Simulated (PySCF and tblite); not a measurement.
Values are calculated unless marked as measured or tabulated.
## Barrier and rate of a rotation

System: C4H11NOSi, numbered as in [CH3:1][CH2:2][N:3]([CH3:4])[C:5](=[O:6])[SiH3:7].

Motion: rotation about the C2–N3 bond (torsion C1–C2–N3–C4 from 81° to -81°, falling). Level: BP86/pcSseg-1 + D3(BJ), IEF-PCM chloroform on GFN2-xTB stationary points, with GFN2-xTB thermal terms. Rates follow Eyring's equation with the number of equivalent paths and no tunnelling. (PySCF 2.14 with density fitting, tblite 0.8.)

```json
{"point": "start", "symmetry": "C1", "E(GFN2) kcal/mol": "0.0", "E(DFT) kcal/mol": "0.0", "ZPE change kcal/mol": "0.00", "lowest mode cm⁻¹": "76", "dipole D": "4.67"}
{"point": "saddle", "symmetry": "Cs", "E(GFN2) kcal/mol": "3.6", "E(DFT) kcal/mol": "4.0", "ZPE change kcal/mol": "0.01", "lowest mode cm⁻¹": "113i", "dipole D": "4.91"}
{"point": "end", "symmetry": "C1", "E(GFN2) kcal/mol": "0.0", "E(DFT) kcal/mol": "0.0", "ZPE change kcal/mol": "0.00", "lowest mode cm⁻¹": "75", "dipole D": "4.67"}
```

```json
{"Electronic barrier": "4.0 kcal/mol", "Barrier with zero-point energy": "4.0 kcal/mol", "ΔH‡ (298 K)": "3.5 kcal/mol", "ΔS‡ (298 K, symmetry apart)": "-3.8 cal/(mol K)", "Paths": "1 equivalent path", "End point": "the same structure with atoms interchanged, or its mirror image", "Mean lifetime of the start against this motion at 298 K": "400 ps", "Cost": "46 s on 1 thread of Arm Neoverse V2, shared host (rough), peak memory 0.86 GiB, launched as `OMP_NUM_THREADS=1 python ens_run.py task.json out`"}
```

| T/K | ΔG‡ kcal/mol | k s⁻¹ |
| --- | --- | --- |
| 200 | 4.4 | 7.1×10⁷ |
| 250 | 4.5 | 6.1×10⁸ |
| 298 | 4.6 | 2.5×10⁹ |
| 350 | 4.8 | 7.4×10⁹ |
| 400 | 5.0 | 1.6×10¹⁰ |

ΔG and ΔG‡ leave out symmetry numbers and mirror images; rates count paths: 1 out.
